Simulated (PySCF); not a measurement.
# Worked example: oscillator strength and radiative lifetime

Mo(OH)2(H)4 (H6MoO2), SMILES [OH][MoH4][OH], multiplicity 1.

Geometry: r2SCAN-D4/def2-SVP. A frequency run showed that this geometry is not a minimum. The multiplicity is an assumed one; other spin states were not compared. The def2 effective core potentials stand for the cores of Mo; spin–orbit coupling is left out. One conformer was computed; it need not be the lowest.

TDA-PBE0/def2-SVPD run with PySCF puts the first singlet state with f over 0.02 at 5.14 eV (vertical), with the transition dipole (0.456, 0.000, 0.000) in atomic units.

Find the oscillator strength, the wavelength and the radiative lifetime that this transition would have in vacuum if emission retraced absorption.


|μ|² = 0.2079 au, so |μ| = 1.16 D. ΔE = 5.14/27.211 = 0.1889 hartree. f = (2/3) ΔE |μ|² = 0.026 (the program prints 0.026).
λ = 1239.84/5.14 = 241 nm; ν = 41457 cm⁻¹.
Einstein's coefficient A = 0.6670 ν² f s⁻¹ (ν in cm⁻¹) = 3.0e7 s⁻¹, so τ = 1/A = 33 ns. This state is S5; the lower singlets have f = 0.002, 0.000, 0.000, 0.003. The figure is the radiative limit of this one transition; relaxation, internal conversion, crossing to triplets and a medium change what is measured.
